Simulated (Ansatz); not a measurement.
`F[Si](Br)(Br)Br` → `Br[Si]Br` + `FBr` at 298.15 K and 1 bar (silylene formation by 1,1-elimination).

Isolated molecules relaxed with PBE0-D4/def2-TZVP in Ansatz; ΔE leaves out vibrations. CCSD(T)/CBS is the MP2 limit (def2-TZVPP, def2-QZVPP) plus CCSD(T) − MP2 in def2-TZVPP, frozen cores. For Br outer-core shells are correlated without core-valence functions, which leaves a few kJ/mol of doubt a bond. Scalar relativity is left out up to krypton.

| species | CCSD(T)/CBS energy (Eh) | H − E (kJ/mol) | S (J/(mol·K)) |
| --- | --- | --- | --- |
| `F[Si](Br)(Br)Br` | -8109.04050 | 39.0 | 367.5 |
| `Br[Si]Br` | -5435.76988 | 18.9 | 305.4 |
| `FBr` | -2673.03720 | 13.2 | 228.6 |

H − E and S are ideal-gas, rigid-rotor, harmonic terms from PBE0-D4/def2-TZVP. 1 Eh = 2625.50 kJ/mol, R = 8.31446 J/(mol·K).

Task: By hand: ΔE, ΔH, ΔS and ΔG.

Result: ΔE = (-5435.76988) + (-2673.03720) − (-8109.04050) = 0.23342 Eh = 612.8 kJ/mol. Δ(H − E) = 18.9 + 13.2 − 39.0 = -6.9, so ΔH = 605.9 kJ/mol. ΔS = 305.4 + 228.6 − 367.5 = 166.5 J/(mol·K). ΔG = 605.9 − 298.15 × (166.5)/1000 = 556.3 kJ/mol.

Task: By hand: the equilibrium constant, and the temperature at which ΔG would vanish if ΔH and ΔS stayed fixed.

Result: log₁₀ K = −ΔG/(RT ln 10) = -97.5. ΔG = 0 at ΔH/ΔS = 3639 K, far beyond where these terms or the molecules hold.

The number of gas molecules changes by +1, which sets the sign of ΔS. A doubt of 5 kJ/mol in ΔE shifts log₁₀ K by 0.9 here. These are equilibria of isolated gas molecules and say nothing of rates. Largest T1 diagnostic: 0.010 (customary marks: 0.02 for closed shells, 0.045 for open ones).
